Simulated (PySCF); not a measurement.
Work out the structure from these simulated measurements.

Elements present: B, C, F and H. Monoisotopic mass: 96.0358 u.

- 13C NMR: chemical shifts (computed TMS as zero) by class: 132.5 (1 C), 40.2 (1 C) ppm [GIAO PBE0/pcSseg-1]
- Couplings: largest of the computed one-bond spin–spin couplings (means over like bonds): 19F–13C -339.2 (×3), 11B–1H +141.9 (×2), 13C–1H +122.7 (×2), 13C–13C +66.2, 13C–11B +48.6 Hz [B3LYP/pcJ-1, spin–dipole term left out for some pairs]
- 1H NMR: chemical shifts (computed TMS as zero) by class: 7.79 (2 H), 2.40 (2 H) ppm [GIAO PBE0/pcSseg-1]
- Rotational structure: rotational constants A, B, C: 5.330, 2.847, 2.795 GHz [PBE0-D3(BJ)/def2-SVP]
- Valence photoelectron: vertical ionisation energy: 12.41 eV [ΔSCF wB97X-D/def2-SVPD]
- Polarisability: 41.7 au [wB97X-D/def2-SVPD]
- XPS: B1s 197.3, C1s 291.6, C1s 298.3, F1s 693.9 (×3) eV [ΔSCF SCAN, pcX-2 on the ionised atom, pcseg-1 elsewhere, spin-free X2C]

Gas-phase values; electronic properties from PySCF, density fitting. Levels stand in brackets. Geometry: PBE0-D3(BJ)/def2-SVP, one conformer, isolated molecule. NMR values are class means; diastereotopic atoms form classes of their own.

Question: Which formula fits the mass and the elements?

Answer: C2H4BF3 (calculated 96.0358). No other formula that holds each of these elements comes within 0.0003 u with a fitting electron parity and a possible valence count.

Question: Give a SMILES that accounts for the data.

Answer: Numbering: `[BH2:1][CH2:2][C:3]([F:4])([F:5])[F:6]`. 2 carbons fall into 2 classes; from least to most shielded: CF3 carbon [C3] (132.5 ppm), sp3 carbon bound to boron [C2] (40.2 ppm). Hydrogen classes from least to most shielded: 2 H on a three-coordinate boron, B1 (7.79 ppm), 2 H on an sp3 carbon bound to boron, C2 (2.40 ppm). The couplings run between: -339.2 Hz, fluorine of a CF3 group [F4] and CF3 carbon [C3] (with 2 like pairs); +141.9 Hz, three-coordinate boron [B1] and its hydrogen (with 1 like pair); +122.7 Hz, sp3 carbon bound to boron [C2] and its hydrogen (with 1 like pair); +66.2 Hz, sp3 carbon bound to boron [C2] and CF3 carbon [C3]; +48.6 Hz, sp3 carbon bound to boron [C2] and three-coordinate boron [B1]. The core levels belong to: B1s 197.3 eV, three-coordinate boron [B1]; C1s 291.6 eV, sp3 carbon bound to boron [C2]; C1s 298.3 eV, CF3 carbon [C3]; F1s 693.9 eV, fluorine of a CF3 group [F4/F5/F6]. One atom of each topological class was ionised and stands for its class. The first electron is taken from the HOMO, whose largest Löwdin shares are 0.36 on the three-coordinate boron, 0.19 on a B–H hydrogen, 0.18 on a B–H hydrogen and 0.11 on the sp3 carbon bound to boron. By its constants the optimised geometry is a nearly prolate symmetric top. Structure: `BCC(F)(F)F`. The assignments are read from this structure; whether some other isomer fits the data as well wasn't checked.

Shape of the structure used: `[BH2:1][CH2:2][C:3]([F:4])([F:5])[F:6]`: B1–C2–C3–F4 61°.
